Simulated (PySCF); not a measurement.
Core-level binding energies of Ti(NH2)Me3

Species: Ti(NH2)Me3, C3H11NTi (singlet state).
Geometry (PBE0-D3(BJ)/def2-SVP, Å), atoms numbered from 1 in this order:
```
atom  x, y, z in Å
Ti1    0.0446   -0.0180    0.2197
N2    -0.0090   -0.0148    2.0779
H3    -0.8651   -0.1243    2.6178
H4     0.7812    0.1053    2.7084
C5     1.9602   -0.0097   -0.5433
H6     1.9155   -0.1487   -1.6380
H7     2.5609   -0.8263   -0.1059
H8     2.4536    0.9549   -0.3299
C9    -0.9510    1.6495   -0.4899
H10   -0.8476    1.6719   -1.5899
H11   -0.5295    2.5773   -0.0685
H12   -2.0241    1.6011   -0.2367
C13   -0.9971   -1.6376   -0.5273
H14   -2.0151   -1.7165   -0.1105
H15   -0.4444   -2.5645   -0.2926
H16   -1.0676   -1.5336   -1.6248
```

Method: delta-SCF UKS SCAN, pcX-2 on the ionised atom (unc-x2c-TZVPall on a metal), pcseg-1 elsewhere, spin-free X2C (PySCF). Each binding energy is the total energy of the core-ionised species, with the hole localised on one atom, minus that of the ground state; both are solved self-consistently, so orbital relaxation is included.

Question: Give the core binding energies atom by atom.

Answer: 
```csv
atom(s),environment,level,binding energy (eV),2p1/2 (eV),count
Ti1,titanium bonded to 3 C and N,Ti 2p3/2,461.51,467.23,1
N2,nitrogen bonded to Ti and 2 H,N 1s,403.88,–,1
C5/C9/C13,carbon bonded to Ti and 3 H,C 1s,289.12,–,3
```

Question: Express the binding energy of N 1s of N2 (atom 2) in atomic units and per mole.

Answer: 403.88 eV = 14.8423 Eh = 38968 kJ/mol.

Question: Which photon energy gives electrons from N 1s of N2 a kinetic energy of 150 eV, and what is their de Broglie wavelength?

Answer: hν = 403.88 + 150 = 553.88 eV, recoil neglected; λ = 12.264 Å/√(E/eV) = 1.00 Å.

One atom of each set of topologically equivalent atoms was ionised and stands for the set; in this conformer not all members are related by symmetry, and their own values weren't computed. Spin–orbit coupling isn't in the SCF: each 2p doublet comes from a relaxed spin-free hole plus a matrix of the shell (mean-field spin–orbit coupling and the ground-state 2p splitting), with 2p3/2 averaged over its two sublevels. 2p1/2 minus 2p3/2 (ligand field included): Ti 5.72 eV. Satellites of the metal's 2p lines aren't described. Isolated species at its PBE0-D3(BJ)/def2-SVP geometry, gas phase. Metal 2p energies of this one-determinant scheme are less reliable than its 1s energies.
